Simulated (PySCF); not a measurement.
Isomers of C5H9ClO2Si, mass 164.006 u with the commonest isotopes. Level of theory: PBE0/pcSseg-1 in PySCF (dipole) on a GFN2-xTB geometry, gas phase. One conformer each, none proved a minimum here; rigid rotors.

Question: Order these by radius of gyration √(Σ m r²/M), smallest first.
A. `[O:1]=[CH:2][C@@H:3]1[CH2:4][C@:5]1([Cl:6])[CH2:7][O:8][SiH3:9]` with O1–C2–C3–C4 19°, C4–C5–C7–O8 -142°, C5–C7–O8–Si9 153°
B. `[CH3:1][O:2][CH2:3][O:4][C:5]1=[C:6]([SiH2:7][Cl:8])[CH2:9]1` with C1–O2–C3–O4 76°, O2–C3–O4–C5 -97°, C3–O4–C5–C6 -7°, C5–C6–Si7–Cl8 -9°
C. `[CH2:1]=[CH:2][C@@H:3]1[CH2:4][O:5][CH2:6][Si@@H:7]([Cl:8])[O:9]1` with C1–C2–C3–C4 135°, C2–C3–C4–O5 -64°, C3–C4–O5–C6 -75°, C4–O5–C6–Si7 57°, O5–C6–Si7–Cl8 -147°
D. `[CH3:1][C@@H:2]([Cl:3])/[C:4]([CH:5]=[O:6])=[CH:7]/[O:8][SiH3:9]` with C1–C2–C4–C5 114°, C2–C4–C5–O6 -178°, C4–C7–O8–Si9 -3°

Answer: C (2.171 Å), A (2.262 Å), B (2.320 Å), D (2.425 Å).

Question: Order these by rotational constant C, smallest first.
A. `[CH3:1][C@@H:2]([Cl:3])/[C:4]([CH:5]=[O:6])=[CH:7]/[O:8][SiH3:9]` with C1–C2–C4–C5 114°, C2–C4–C5–O6 -178°, C4–C7–O8–Si9 -3°
B. `[CH3:1][O:2][CH2:3][O:4][C:5]1=[C:6]([SiH2:7][Cl:8])[CH2:9]1` with C1–O2–C3–O4 76°, O2–C3–O4–C5 -97°, C3–O4–C5–C6 -7°, C5–C6–Si7–Cl8 -9°
C. `[CH2:1]=[CH:2][C@@H:3]1[CH2:4][O:5][CH2:6][Si@@H:7]([Cl:8])[O:9]1` with C1–C2–C3–C4 135°, C2–C3–C4–O5 -64°, C3–C4–O5–C6 -75°, C4–O5–C6–Si7 57°, O5–C6–Si7–Cl8 -147°
D. `[O:1]=[CH:2][C@@H:3]1[CH2:4][C@:5]1([Cl:6])[CH2:7][O:8][SiH3:9]` with O1–C2–C3–C4 19°, C4–C5–C7–O8 -142°, C5–C7–O8–Si9 153°

Answer: A (570.6 MHz), B (617.5 MHz), D (639.2 MHz), C (715.4 MHz).

Question: Order these by dipole moment, largest first.
A. `[CH2:1]=[CH:2][C@@H:3]1[CH2:4][O:5][CH2:6][Si@@H:7]([Cl:8])[O:9]1` with C1–C2–C3–C4 135°, C2–C3–C4–O5 -64°, C3–C4–O5–C6 -75°, C4–O5–C6–Si7 57°, O5–C6–Si7–Cl8 -147°
B. `[CH3:1][C@@H:2]([Cl:3])/[C:4]([CH:5]=[O:6])=[CH:7]/[O:8][SiH3:9]` with C1–C2–C4–C5 114°, C2–C4–C5–O6 -178°, C4–C7–O8–Si9 -3°
C. `[O:1]=[CH:2][C@@H:3]1[CH2:4][C@:5]1([Cl:6])[CH2:7][O:8][SiH3:9]` with O1–C2–C3–C4 19°, C4–C5–C7–O8 -142°, C5–C7–O8–Si9 153°

Answer: B (2.31 D), A (1.55 D), C (1.06 D).

| SMILES | point group | Ia (u·Å²) | Ib (u·Å²) | Ic (u·Å²) | κ | μa (D) | μb (D) | μc (D) |
| --- | --- | --- | --- | --- | --- | --- | --- | --- |
| C[C@@H](Cl)/C(C=O)=C/O[SiH3] | C1 | 221.12 | 822.42 | 885.62 | -0.95 | 1.27 | 1.10 | 1.58 |
| O=C[C@@H]1C[C@]1(Cl)CO[SiH3] | C1 | 348.98 | 538.86 | 790.67 | -0.26 | 0.86 | 0.61 | 0.07 |
| C=C[C@@H]1COC[Si@@H](Cl)O1 | C1 | 265.08 | 574.61 | 706.44 | -0.72 | 1.32 | 0.80 | 0.14 |
| COCOC1=C([SiH2]Cl)C1 | C1 | 367.66 | 580.00 | 818.47 | -0.33 | 0.69 | 0.46 | 0.59 |
